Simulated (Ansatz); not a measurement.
Reaction (SMILES): [Si](Br)Br (closed-shell singlet) → 2 Br atom + Si atom
B3LYP-D3(BJ)/def2-TZVP geometries, fixed; electronic energies without zero-point terms.

Energies in hartree at B3LYP with Ansatz (a quantum-chemistry and plane-wave program); the atomisation energy is their sum with the coefficients shown, times 627.509 kcal/mol a hartree. All functions are spherical. The program fits the integrals of some runs and decomposes those of others, by size. Open shells are unrestricted. No added dispersion term, no relativity.

```tsv
species	coefficient	part	cc-pV(D+d)Z	cc-pV(T+d)Z	cc-pV(Q+d)Z
Br[Si]Br (closed-shell singlet)	-1	B3LYP	-5437.88730	-5438.04771	-5438.05653
Br atom	+2	B3LYP	-2574.11283	-2574.18765	-2574.19055
Si atom	+1	B3LYP	-289.38872	-289.39636	-289.39914
```

Predict the atomisation energy in cc-pV(5+d)Z (X = 5): let each B3LYP step shrink by the ratio of the last two. Compare with the run.


- Br[Si]Br (closed-shell singlet): steps -0.16041 and -0.00882, ratio 0.055, so B3LYP -5438.05702 (run: -5438.06715).
- Br atom: steps -0.07482 and -0.00290, ratio 0.039, so B3LYP -2574.19066 (run: -2574.19445).
- Si atom: steps -0.00764 and -0.00278, ratio 0.364, so B3LYP -289.40015 (run: -289.40189).
Predicted 172.91 kcal/mol; the run in cc-pV(5+d)Z gives 173.42, a miss of -0.51. Keeping the value in cc-pV(Q+d)Z, 173.37, would miss by -0.04. All sums are of the energies as printed.
